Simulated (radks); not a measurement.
The tin ion Sn2+, 48 electrons, occupied as [Kr] 4d10 5s2. Calculated with a radial shooting solver on a logarithmic mesh with Libxc functionals: scalar-relativistic Kohn-Sham, LB94 model potential, spin-unpolarised, spherical densities, finite nucleus; Fermi nuclear charge, rms radius 4.6519 fm. Some entries of the table are withheld. Estimate them.

| orbital | occ. | eigenvalue (Ry) | r(max) (bohr) |
|---|---|---|---|
| 1s | 2 | -2144.504 | 0.01877 |
| 2s | 2 | -326.2630 | 0.1060 |
| 2p | 6 | -293.4514 | 0.08481 |
| 3s | 2 | (1) | 0.3078 |
| 3p | 6 | -54.10543 | 0.3012 |
| 3d | 10 | -37.47118 | 0.2506 |
| 4s | 2 | -11.65817 | 0.7434 |
| 4p | 6 | -8.41832 | (2) |
| 4d | 10 | -3.74186 | 0.8893 |
| 5s | 2 | -2.42064 | (3) |
| 5p | 0 | (4) | 2.237 |
| 5d | 0 | -0.99190 | (5) |
| 6s | 0 | -0.99152 | 4.426 |
| 4f | 0 | (6) | 4.181 |

Answer. 
(1) 3s eigenvalue (Ry): -64.87141
(2) 4p r(max) (bohr): 0.7873
(3) 5s r(max) (bohr): 1.898
(4) 5p eigenvalue (Ry): -1.76198
(5) 5d r(max) (bohr): 3.307
(6) 4f eigenvalue (Ry): -0.62464
